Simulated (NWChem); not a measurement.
System: C3H9Ga; SMILES [CH3][Ga]([CH3])[CH3]

Computed with NWChem. All runs use the structure optimised with PBE0/def2-SVP. Level PBE0/def2-SVP: single points from the atomic guess with DIIS by default; each run changes one setting, and all converged runs end within 0.3 mHa of each other. cgmin counts macro-iterations, each dearer than a DIIS step.

| setting | SCF iterations |
|---|---|
| defaults | 7 |
| 70 % damping for 30 cycles | 29 |
| quadratically convergent solver (cgmin) | 4 |
| occupation smearing of 0.005 Ha | 7 |
| no level shifting | 7 |
| level shift of 0.5 Ha throughout | 9 |
